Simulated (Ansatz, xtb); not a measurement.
**Ranking isomers of C4H10BNS**

5 gas-phase structures of C4H10BNS, from a drawn sample of its isomers (lower ones may exist). Each was relaxed with GFN2-xTB; where two conformers were screened, the lower at r2SCAN-D4/def2-SVP is listed:

A. `NB[C@@H]1CCSC1`, a singlet
B. `CB(C)NC(C)=S`, a singlet
C. `NB1CCCCS1`, a singlet
D. `C=CCCSBN`, a singlet
E. `CSBNC1CC1`, a singlet

Task: Estimate their order in r2SCAN-D4/def2-SVP energy at these geometries, lowest first.

Result: Calculated order at r2SCAN-D4/def2-SVP: C (0.0), B (21.6), A (29.0), D (33.5), E (41.5) kcal/mol.

Energies above the lowest of each column, in kcal/mol; the last columns are at B3LYP/def2-SVP geometries and were run for some of them only (a dash: not run or not comparable):

```tsv
structure	GFN2-xTB	HF/STO-3G	r2SCAN-D4/def2-SVP	B3LYP/def2-SVP	CCSD(T)/def2-SVP + ΔMP2/def2-TZVPP
C	0.0	0.0	0.0	0.0	0.0
B	19.1	55.7	21.6	18.0	23.1
A	13.6	27.3	29.0	27.9	24.3
D	24.6	57.1	33.5	–	–
E	18.3	50.3	41.5	–	–
```

Every level run on C puts it lowest or level with the lowest. Flexible structures stand in one conformer each, not always the lowest. Frequencies (GFN2-xTB) were run for A, B, C alone. ΔMP2 is the change of the MP2 energy from the smaller to the larger basis.

Over these structures GFN2-xTB departs from r2SCAN-D4/def2-SVP by 7.4 kcal/mol on average once a common shift is removed. A GFN2-xTB relaxation took about 0.25 s and the r2SCAN-D4/def2-SVP energy about 2.3 s on a shared host (Ansatz 0.2.0, xtb 6.7.1).
